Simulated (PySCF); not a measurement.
# Computed records: CH8Ge2Si, ClGeH2NSi, GeH6NSi, CH9BGeSi and others

Calculation on a computer-drawn molecule: the log of a Hartree-Fock and frozen-core CCSD(T) single point meant for a local Hartree-Fock minimum, with one planted fault or none, to be diagnosed. Offsets are logged minus clean, where the clean run is the same molecule without the fault. The reference is restricted for singlets and unrestricted otherwise, and also for a bond in bohr or an excited solution. Adding or removing an electron swaps singlet and doublet. The excited solution moves the top pair (singlet) or top alpha electron (doublet) to the lowest empty orbital. Highest occupied and lowest empty are orbital energies over both spins, largest force is the largest gradient component, triples share is (T) over the correlation energy, the T1 limit is 0.02 restricted and 0.045 unrestricted, electrons count all cores, a negative frequency is imaginary (commonest isotopes), and the dipole is about the centre of nuclear charge; on germanium a core potential holds 10 electrons, which the energies leave out, and 3d is frozen in MP2 and coupled-cluster steps. Program: PySCF 2.14.0.

Common to all runs: meant charge 0; meant basis cc-pV(D+d)Z; meant basis and core potential on germanium cc-pVDZ-PP ECP10MDF; logged SCF converged yes; logged spin squared 0; logged CC converged yes; logged SCF stable within its kind yes; possible faults no fault, one electron removed, one electron added, multiplicity raised by two, geometry at a saddle point, SCF held on an excited solution, minimal basis STO-3G, one bond length entered in bohr, all coordinates scaled.

(1) 
```xyz
12
formula=CH8Ge2Si meant_multiplicity=1 logged_electrons=92 logged_basis_functions=123 logged_highest_occupied=-8.844 logged_lowest_empty=1.7426 logged_largest_force=1.289e-05 logged_lowest_frequency=104.3 logged_T1_diagnostic=0.013885 logged_D1_diagnostic=0.046371 logged_triples_share=0.033837 logged_dipole_magnitude=1.9992 logged_energy_HF=-918.14523 logged_energy_CCSD(T)=-918.66781 planted_fault=no_fault HF_energy_offset_from_clean_run=0 CCSD(T)_energy_offset_from_clean_run=0
Si    -0.5292     0.2674     0.3202
C     -0.2343    -1.1817     1.1494
Ge    -1.3134    -1.6750     2.6940
Ge     1.1893    -2.3794     0.5728
H     -1.5854     1.2234     0.6949
H      0.2426     0.7089    -0.8542
H     -2.3685    -0.5941     2.9678
H     -2.0272    -3.0122     2.4496
H     -0.4316    -1.8325     3.9410
H      1.9057    -1.7964    -0.6533
H      0.6204    -3.7571     0.2043
H      2.2159    -2.5789     1.6969
```

Units: logged_highest_occupied, logged_lowest_empty in eV; logged_largest_force in hartree/bohr; logged_lowest_frequency in cm⁻¹; logged_dipole_magnitude in debye; logged_energy_HF, logged_energy_CCSD(T) in hartree; HF_energy_offset_from_clean_run, CCSD(T)_energy_offset_from_clean_run in kcal/mol.

Drawn bonds:
```
atom  other atom  order
   1           2      2
   2           3      1
   2           4      1
   1           5      1
   1           6      1
   3           7      1
   3           8      1
   3           9      1
   4          10      1
   4          11      1
   4          12      1
```

(2) 
```xyz
6
formula=ClGeH2NSi meant_multiplicity=1 logged_electrons=72 logged_basis_functions=93 logged_highest_occupied=-9.1287 logged_lowest_empty=1.3381 logged_largest_force=0.037795 logged_T1_diagnostic=0.018527 logged_D1_diagnostic=0.061135 logged_triples_share=0.032362 logged_dipole_magnitude=5.1613 logged_energy_HF=-1097.4545 logged_energy_CCSD(T)=-1097.97181 planted_fault=all_coordinates_scaled,by_-3.6_% HF_energy_offset_from_clean_run=6.455 CCSD(T)_energy_offset_from_clean_run=10.59
Si    -1.6481    -0.2395     0.5475
N     -0.9968    -1.1373    -0.4722
Ge    -0.2446    -2.1917    -1.6033
Cl    -0.6742    -1.1025    -3.4397
H     -2.9943    -0.3678     0.9752
H     -0.9805     0.8172     1.2180
```

Units: logged_highest_occupied, logged_lowest_empty in eV; logged_largest_force in hartree/bohr; logged_dipole_magnitude in debye; logged_energy_HF, logged_energy_CCSD(T) in hartree; HF_energy_offset_from_clean_run, CCSD(T)_energy_offset_from_clean_run in kcal/mol.

Drawn bonds:
```
atom  other atom  order
   1           2      2
   2           3      1
   3           4      1
   1           5      1
   1           6      1
```

(3) 
```xyz
9
formula=GeH6NSi meant_multiplicity=2 logged_electrons=58 logged_basis_functions=90 logged_highest_occupied=-16.193 logged_lowest_empty=-6.1352 logged_largest_force=0.071466 logged_T1_diagnostic=0.024998 logged_D1_diagnostic=0.09899 logged_triples_share=0.031597 logged_dipole_magnitude=7.142 logged_energy_HF=-639.97441 logged_energy_CCSD(T)=-640.39599 planted_fault=one_electron_removed HF_energy_offset_from_clean_run=164.8 CCSD(T)_energy_offset_from_clean_run=161.3
Si     1.5904     1.6877     2.4472
N      0.6683     0.5584     1.5214
Ge     0.1887     0.5907    -0.2620
H      2.4442     2.4667     1.5154
H      2.4410     0.9779     3.4418
H      0.2017    -0.1555     2.0550
H     -1.3030     0.9098    -0.4174
H      0.4700    -0.7811    -0.8826
H      1.0305     1.6713    -0.9360
```

Units: logged_highest_occupied, logged_lowest_empty in eV; logged_largest_force in hartree/bohr; logged_dipole_magnitude in debye; logged_energy_HF, logged_energy_CCSD(T) in hartree; HF_energy_offset_from_clean_run, CCSD(T)_energy_offset_from_clean_run in kcal/mol.

Drawn bonds:
```
atom  other atom  order
   1           2      1
   2           3      1
   1           4      1
   1           5      1
   2           6      1
   3           7      1
   3           8      1
   3           9      1
```

Notes: T1 above single-reference limit.

(4) 
```xyz
13
formula=CH9BGeSi meant_multiplicity=1 logged_electrons=66 logged_basis_functions=119 logged_highest_occupied=-10.739 logged_lowest_empty=2.2301 logged_largest_force=0.067809 logged_T1_diagnostic=0.011393 logged_D1_diagnostic=0.037332 logged_triples_share=0.024883 logged_dipole_magnitude=1.4223 logged_energy_HF=-649.99541 logged_energy_CCSD(T)=-650.50935 planted_fault=all_coordinates_scaled,by_-8.4_% HF_energy_offset_from_clean_run=57.13 CCSD(T)_energy_offset_from_clean_run=60.89
Si    -1.2371    -0.8790     0.4062
C     -0.7945     0.7665     0.0444
B     -0.3692     0.9051    -1.3122
Ge    -1.5304     1.4190    -2.7508
H     -0.1779    -1.7091     0.2339
H     -2.2489    -1.2953    -0.3972
H     -1.6471    -0.9495     1.6966
H     -0.0597     0.9773     0.6954
H     -1.6026     1.3140     0.2737
H      0.6770     0.6733    -1.5697
H     -2.8658     1.6073    -2.3438
H     -1.0858     2.6303    -3.3172
H     -1.5278     0.4555    -3.7777
```

Units: logged_highest_occupied, logged_lowest_empty in eV; logged_largest_force in hartree/bohr; logged_dipole_magnitude in debye; logged_energy_HF, logged_energy_CCSD(T) in hartree; HF_energy_offset_from_clean_run, CCSD(T)_energy_offset_from_clean_run in kcal/mol.

Drawn bonds:
```
atom  other atom  order
   1           2      1
   2           3      1
   3           4      1
   1           5      1
   1           6      1
   1           7      1
   2           8      1
   2           9      1
   3          10      1
   4          11      1
   4          12      1
   4          13      1
```

(5) 
```xyz
12
formula=C2H8GeSi meant_multiplicity=1 logged_electrons=66 logged_basis_functions=114 logged_highest_occupied=-7.7544 logged_lowest_empty=2.2044 logged_largest_force=2.077e-05 logged_lowest_frequency=68.961 logged_T1_diagnostic=0.011748 logged_D1_diagnostic=0.036388 logged_triples_share=0.03342 logged_dipole_magnitude=0.89026 logged_energy_HF=-662.63517 logged_energy_CCSD(T)=-663.20349
Si    -0.7268     1.8538    -1.0443
C     -0.0573     0.8136     0.3936
C      1.3864     1.1146     0.7031
Ge     2.0493     1.9159     2.1337
H     -0.7774     3.2847    -0.6626
H      0.1468     1.7041    -2.2333
H     -2.0964     1.4059    -1.4052
H     -0.6996     0.9875     1.2621
H     -0.1774    -0.2434     0.1269
H      2.1052     0.8217    -0.0566
H      3.5344     2.1867     2.2764
H      1.1836     2.3896     3.2883
```

Units: logged_highest_occupied, logged_lowest_empty in eV; logged_largest_force in hartree/bohr; logged_lowest_frequency in cm⁻¹; logged_dipole_magnitude in debye; logged_energy_HF, logged_energy_CCSD(T) in hartree.

Drawn bonds:
```
atom  other atom  order
   1           2      1
   2           3      1
   3           4      2
   1           5      1
   1           6      1
   1           7      1
   2           8      1
   2           9      1
   3          10      1
   4          11      1
   4          12      1
```

(6) 
```xyz
12
formula=C2H8GeSi meant_multiplicity=1 logged_electrons=66 logged_basis_functions=114 logged_highest_occupied=-7.7029 logged_lowest_empty=2.097 logged_largest_force=0.012678 logged_T1_diagnostic=0.012054 logged_D1_diagnostic=0.03782 logged_triples_share=0.034435 logged_dipole_magnitude=0.90324 logged_energy_HF=-662.63161 logged_energy_CCSD(T)=-663.20402
Si    -0.7398     1.8872    -1.0631
C     -0.0583     0.8283     0.4007
C      1.4113     1.1347     0.7158
Ge     2.0862     1.9504     2.1721
H     -0.7913     3.3438    -0.6745
H      0.1495     1.7348    -2.2735
H     -2.1341     1.4312    -1.4305
H     -0.7121     1.0053     1.2849
H     -0.1806    -0.2478     0.1292
H      2.1431     0.8365    -0.0577
H      3.5980     2.2261     2.3174
H      1.2049     2.4327     3.3475
```

Units: logged_highest_occupied, logged_lowest_empty in eV; logged_largest_force in hartree/bohr; logged_dipole_magnitude in debye; logged_energy_HF, logged_energy_CCSD(T) in hartree.

Drawn bonds:
```
atom  other atom  order
   1           2      1
   2           3      1
   3           4      2
   1           5      1
   1           6      1
   1           7      1
   2           8      1
   2           9      1
   3          10      1
   4          11      1
   4          12      1
```

Question: Give the missing planted fault for C2H8GeSi (entry 5).
Answer: no fault

Question: Give the missing planted fault for C2H8GeSi (entry 6).
Answer: all coordinates scaled, by +1.8 %

Further results for C2H8GeSi (entry 5):

```
HF energy offset from clean run      : 0 kcal/mol
CCSD(T) energy offset from clean run : 0 kcal/mol
```

Further results for C2H8GeSi (entry 6):

```
HF energy offset from clean run      : 2.234 kcal/mol
CCSD(T) energy offset from clean run : -0.3373 kcal/mol
```
